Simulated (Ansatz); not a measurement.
Consider the formal exchange of groups at a C–C bond: `CCC1C=CCC1` + `[CH3][AlH][OH]` → `C[CH2][Al]([CH3])[OH]` + `C1=CCCC1`.

Program: Ansatz. Geometries: PBE0-D4/def2-TZVP. ΔE: electronic, gas phase. CCSD(T)/CBS adds triple-zeta CCSD(T) − MP2 to the extrapolated MP2 energy (def2 sets, frozen cores). Functionals use def2-TZVPP. B3LYP here is the variant with VWN-RPA as its local correlation; programs differ in this. Each species was taken in one conformer, which may not be the lowest.

`CCC1C=CCC1`:

```xyz
19

C     1.060    1.458   -1.757
C     1.287    0.258   -0.854
C     0.342    0.217    0.340
C     0.565   -0.946    1.266
C    -0.573   -1.511    1.654
C    -1.766   -0.817    1.066
C    -1.144    0.056   -0.035
H     1.184    2.393   -1.203
H     0.052    1.456   -2.178
H     1.766    1.468   -2.591
H     1.166   -0.670   -1.426
H     2.321    0.262   -0.491
H     0.485    1.151    0.908
H     1.554   -1.247    1.595
H    -0.651   -2.342    2.346
H    -2.268   -0.211    1.831
H    -2.519   -1.509    0.680
H    -1.202   -0.476   -0.990
H    -1.659    1.010   -0.163
```

`[CH3][AlH][OH]`:

Z-matrix (Å, degrees):
```
C
Al 1 1.941
H 1 1.092 2 111.9
H 1 1.095 2 111.0 3 120.7
H 1 1.095 2 111.2 3 -121.1
O 2 1.701 1 117.6 3 -3.3
H 2 1.589 1 124.2 3 176.8
H 6 0.956 2 122.5 1 -179.8
```

`C[CH2][Al]([CH3])[OH]`:

Cartesian coordinates in Å:
```
C -0.863 -1.388 -1.067
C -1.294 -0.279 -0.106
Al 0.165 0.803 0.638
C 2.048 0.504 0.244
O -0.185 2.091 1.698
H -0.332 -0.987 -1.935
H -0.184 -2.098 -0.586
H -1.713 -1.963 -1.447
H -1.863 -0.707 0.731
H -2.004 0.395 -0.603
H 2.365 -0.495 0.561
H 2.688 1.234 0.744
H 2.245 0.563 -0.832
H -1.073 2.328 1.961
```

`C1=CCCC1`:

```xyz
13

C     1.103    0.108    0.773
C     0.655    1.176    0.123
C    -0.623    0.889   -0.611
C    -0.702   -0.647   -0.578
C     0.204   -1.080    0.587
H     1.985    0.089    1.403
H     1.116    2.156    0.145
H    -0.630    1.287   -1.630
H    -1.471    1.354   -0.092
H    -1.723   -1.018   -0.484
H    -0.297   -1.045   -1.512
H     0.751   -2.002    0.371
H    -0.369   -1.269    1.504
```

CCSD(T)/CBS gives -17.8 kJ/mol.

Another level gave -21.4 kJ/mol. Which?
A. B3LYP/def2-TZVPP
B. CCSD(T)/def2-TZVPP
C. PBE0-D4/def2-TZVPP
D. B97M-V/def2-TZVPP

C. PBE0-D4 -21.4, CCSD(T)/def2-TZVPP -16.3, B97M-V -10.0, B3LYP -27.6 kJ/mol.

Largest T1 diagnostic among the species: 0.011.

Leaving LDA and LC-ωPBE aside and taking each functional with its dispersion term where it has one, the values, not all of them listed here, spread over 13.8 kJ/mol, from PBE-D4 to B97M-V. LDA lies +12.0 kJ/mol from PBE without D4. From BLYP to BHLYP (50 % exact exchange), in def2-TZVPP and without D4, ΔE moves by +8.6 kJ/mol.
